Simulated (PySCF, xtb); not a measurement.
germanium monotelluride (GeTe), SMILES [Ge]=[Te] (connectivity only; charge and spin as stated), neutral, multiplicity 1.

Harmonic wavenumbers (cm⁻¹) from GFN2-xTB in xtb 6.7.1 at its own minimum, in rising order: 375.

Q: What does PySCF 2.14.0 with PBE0-D3(BJ)/def2-TZVP give at its own minimum? (Estimate from the structure and the level; the computed values follow.)

A: 338. Paired by order, the mean absolute difference is 38 cm⁻¹ and the zero-point energies are 0.5 and 0.5 kcal/mol.
